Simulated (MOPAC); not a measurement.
MOPAC input (PM3):

```
PM3 1SCF CHARGE=-1 GEO-OK AUX(PRECISION=9) THREADS=1
HBIO2

O    -1.01174800 1    2.26466700 1   -0.35369100 1
B    -1.21318700 1    1.04721000 1   -0.14768600 1
O    -2.31461300 1    0.20640600 1    0.01506800 1
I     0.67491600 1   -0.48635600 1    0.06621700 1
H    -3.09372500 1    0.77222800 1   -0.06209800 1
```

Output:

```
 *******************************************************************************
 **                                                                           **
 **                              MOPAC v23.2.5                                **
 **                                                                           **
 *******************************************************************************
 ** MOPAC's Digital Object Identifier: https://doi.org/10.5281/zenodo.6511958 **
 **                                                                           **
 ** Please cite the open-source release paper for use of this MOPAC version:  **
 ** J. E. Moussa and J. J. P. Stewart (2026)                                  **
 ** MOPAC: An open-source semiempirical molecular orbital program             **
 ** J. Open Source Softw., 11(119), 8025, https://doi.org/10.21105/joss.08025 **
 *******************************************************************************

                              PM3 CALCULATION RESULTS

 *******************************************************************************
 *  PM3        - The PM3 Hamiltonian to be used
 *  GEO-OK     - OVERRIDE INTERATOMIC DISTANCE AND OTHER SAFETY CHECKS
 *
 *
 *
 *                 CHARGE ON SYSTEM = -1
 *
 *
 *
 *  1SCF       - DO 1 SCF AND THEN STOP
 *  AUX        - OUTPUT AUXILIARY INFORMATION
 *******************************************************************************
PM3 1SCF CHARGE=-1 GEO-OK AUX(PRECISION=9) THREADS=1
 HBIO2

   ATOM   CHEMICAL          X               Y               Z
  NUMBER   SYMBOL      (ANGSTROMS)     (ANGSTROMS)     (ANGSTROMS)

     1       O         -1.01174800  *   2.26466700  *  -0.35369100  *
     2       B         -1.21318700  *   1.04721000  *  -0.14768600  *
     3       O         -2.31461300  *   0.20640600  *   0.01506800  *
     4       I          0.67491600  *  -0.48635600  *   0.06621700  *
     5       H         -3.09372500  *   0.77222800  *  -0.06209800  *

          CARTESIAN COORDINATES

    NO.       ATOM           X           Y           Z

     1         O         -1.0117      2.2647     -0.3537
     2         B         -1.2132      1.0472     -0.1477
     3         O         -2.3146      0.2064      0.0151
     4         I          0.6749     -0.4864      0.0662
     5         H         -3.0937      0.7722     -0.0621

  H: (PM3): J. J. P. STEWART, J. COMP. CHEM. 10, 209 (1989).
  B: (PM3): J. J. P. STEWART, J. MOL. MOD., 10, 155-164 (2004)
  O: (PM3): J. J. P. STEWART, J. COMP. CHEM. 10, 209 (1989).
  I: (PM3): J. J. P. STEWART, J. COMP. CHEM. 10, 209 (1989).

           Empirical Formula: H O2 B I  =     5 atoms

      MOLECULAR POINT GROUP   :   Cs

      RHF CALCULATION, NO. OF DOUBLY OCCUPIED LEVELS = 12

 -------------------------------------------------------------------------------
 PM3 1SCF CHARGE=-1 GEO-OK AUX(PRECISION=9) THREADS=1
 HBIO2

     1SCF WAS SPECIFIED, SO BFGS WAS NOT USED
     SCF FIELD WAS ACHIEVED

                              PM3 CALCULATION
                                                       MOPAC v23.2.5 Linux

          FINAL HEAT OF FORMATION =       -188.89403 KCAL/MOL =    -790.33262 KJ/MOL

          COSMO AREA              =        110.91 SQUARE ANGSTROMS
          COSMO VOLUME            =         96.57 CUBIC ANGSTROMS

          IONIZATION POTENTIAL    =          3.622182 EV
          HOMO LUMO ENERGIES (EV) =         -3.622  5.240
          NO. OF FILLED LEVELS    =         12
          MOLECULAR WEIGHT        =        170.7212         POINT GROUP:  Cs

          MOLECULAR DIMENSIONS (Angstroms)

            Atom       Atom       Distance
            H     5    I     4     3.97532
            O     3    O     1     2.39649
            I     4    B     2     0.00000

          SCF CALCULATIONS        =          1

   ATOM   CHEMICAL          X               Y               Z
  NUMBER   SYMBOL      (ANGSTROMS)     (ANGSTROMS)     (ANGSTROMS)

     1       O         -1.01174800  *   2.26466700  *  -0.35369100  *
     2       B         -1.21318700  *   1.04721000  *  -0.14768600  *
     3       O         -2.31461300  *   0.20640600  *   0.01506800  *
     4       I          0.67491600  *  -0.48635600  *   0.06621700  *
     5       H         -3.09372500  *   0.77222800  *  -0.06209800  *

                             CARTESIAN COORDINATES

   1    O       -1.011748000     2.264667000    -0.353691000
   2    B       -1.213187000     1.047210000    -0.147686000
   3    O       -2.314613000     0.206406000     0.015068000
   4    I        0.674916000    -0.486356000     0.066217000
   5    H       -3.093725000     0.772228000    -0.062098000

           Empirical Formula: H O2 B I  =     5 atoms

      MOLECULAR POINT GROUP   :   Cs

                  EIGENVALUES
 -33.49620 -31.58990 -15.26086 -12.58141 -10.93359 -10.43218  -8.00848  -7.33728
  -5.28032  -4.96221  -4.90943  -3.62218   5.24008   7.13256   8.70492   8.84467
  11.09519

              NET ATOMIC CHARGES AND DIPOLE CONTRIBUTIONS

  ATOM NO.   TYPE          CHARGE      No. of ELECS.   s-Pop       p-Pop
    1          O          -0.312423        6.3124     1.80026     4.51217
    2          B           0.062385        2.9376     1.03820     1.89941
    3          O          -0.244174        6.2442     1.73929     4.50488
    4          I          -0.684502        7.6845     1.93581     5.74869
    5          H           0.178713        0.8213     0.82129
 DIPOLE           X         Y         Z       TOTAL
 POINT-CHG.    -0.550    -1.349     0.235     1.475
 HYBRID        -0.291     0.058    -0.003     0.296
 SUM           -0.840    -1.291     0.232     1.557

          ATOMIC ORBITAL ELECTRON POPULATIONS

     Atom    s        px        py        pz
    1  O   1.80026   1.65443   1.30952   1.54822
    2  B   1.03820   0.67560   0.61237   0.61144
    3  O   1.73929   1.19691   1.47525   1.83272
    4  I   1.93581   1.85005   1.90842   1.99022
    5  H   0.82129

 **********************
 *                    *
 * JOB ENDED NORMALLY *
 *                    *
 **********************

 == MOPAC DONE ==
```

The dipole moment of an ion depends on the origin.

The geometry given is a B3LYP-D3(BJ)/def2-TZVP minimum.
